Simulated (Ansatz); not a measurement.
Harmonic frequencies (cm⁻¹) at PBE0-D4/def2-TZVP from Ansatz: 57, 90, 91, 116, 162, 238, 245, 320, 323, 328, 554, 688, 734, 738, 754, 754, 1109, 1178, 1202, 1477, 1496, 1498, 2190, 3036, 3107, 3138, 3464.

Each molecule was computed in one conformer, which needn't be the lowest.

Which molecule is it?
A. `[CH3][Ge]([NH2])([Cl])[Cl]`
B. `[CH3][Ge]([CH3])([OH])[F]`
C. `C#[C][Ge]([F])([F])[O]C`
D. `[CH3][Ge]([F])([F])[C]#N`

C.
